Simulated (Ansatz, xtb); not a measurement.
Relative energy of two isomers of C5H7BGeO

Structure X: `O=CC1=CC=C[B]1[GeH3]`, a singlet. Structure Y: `O=CC1=C[B]([GeH3])C=C1`, a singlet. Both are isolated molecules in the gas phase, relaxed with r2SCAN-D4/def2-SVP; each stands in its lowest conformer found.

Estimate E(Y) − E(X) at the level CCSD(T)/def2-SVP + ΔMP2/def2-TZVPP.

Calculated at CCSD(T)/def2-SVP + ΔMP2/def2-TZVPP: E(Y) − E(X) = +1.67 kcal/mol, so structure X lies lower.

Level by level:

| level | geometry | E(Y) − E(X) (kcal/mol) | departure from the last row (kcal/mol) | job, with rough time for the two |
| --- | --- | --- | --- | --- |
| r2SCAN-D4/def2-SVP | r2SCAN-D4/def2-SVP | +2.23 | +0.56 | optimisation, 5.7 min |
| HF/def2-SVP | r2SCAN-D4/def2-SVP | +2.87 | +1.20 | part of the CCSD(T) run |
| MP2/def2-SVP | r2SCAN-D4/def2-SVP | +1.89 | +0.23 | part of the CCSD(T) run |
| CCSD(T)/def2-SVP | r2SCAN-D4/def2-SVP | +2.20 | +0.54 | single point |
| CCSD(T)/def2-SVP + ΔMP2/def2-TZVPP | r2SCAN-D4/def2-SVP | +1.67 |  | single point, 8.4 min |

As drawn, both hold the same kinds of bond in the same numbers.

None of the levels shown reverses the order. The largest departure from CCSD(T)/def2-SVP + ΔMP2/def2-TZVPP is that of HF/def2-SVP, 1.20 kcal/mol. Levels run at GFN2-xTB geometries aren't shown. The last row adds to CCSD(T) the change of the MP2 difference between the two basis sets, here −0.54 kcal/mol.

With thermal terms from frequencies at re-optimised GFN2-xTB minima (ideal gas, soft modes damped towards free rotors, one conformer each, 298.15 K, 1 atm): the zero-point term adds −0.40 kcal/mol; ΔH is +1.58 and ΔG +0.55 kcal/mol.

The correlated steps freeze 16 core orbitals; the filled d shell of Ge is correlated, in a basis made for valence electrons. Codes used: Ansatz 0.2.0, xtb 6.7.1; the last row on 2 threads of Arm Neoverse V1 on a shared host.
